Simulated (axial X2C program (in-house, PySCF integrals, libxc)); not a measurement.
Potential curves of CoBr⁺, two-component

All values were computed with an in-house all-electron X2C program for linear molecules (integrals from PySCF). Two-component (2c) means X2C with spin–orbit coupling and atomic mean-field two-electron Coulomb and Gaunt terms. Basis: Br dyall-cv3z [8s9p6d4f1g], Co dyall-cv3z [9s10p6d3f2g] (cores contracted in-house); Gaussian nuclei, density fitting, unrestricted open shells. Masses: Br 78.918 u, Co 58.933 u.

State: Ω = 7/2 (⟨Sz⟩ = 1.50, ⟨Lz⟩ = 2.00 at B3LYP). Energies in eV from the lowest point of each curve. Fits are polynomials in 1 − R0/R over 0.85 to 1.23 times the lowest point R0.

```
 R (Å)   B3LYP
2.0219  0.1908
2.0865  0.0493
2.1510  0.0000
2.2263  0.0295
2.3016  0.1274
2.3984  0.3211
```

Occupations by symmetry block were frozen at the best pattern of an incomplete PBE0 search. Density functionals use the spin component along the axis (collinear). Other states lie close and PBE0, whose exact exchange favours high spin, may order them wrongly; the determinant shown need not be the ground state. The nearest other 2c determinant of the search, Ω = 9/2, lies 0.05 eV up at the distance of the search. The functionals have no current-density term, which raises determinants with orbital currents, atoms included. With several unpaired electrons one determinant need not be a pure state.

(1) What are Re and ωe at the B3LYP level?

Results:

(1) At B3LYP, 2c: Re = 2.162 Å, ωe ≈ 359 cm⁻¹; Be follows as 0.107 cm⁻¹.
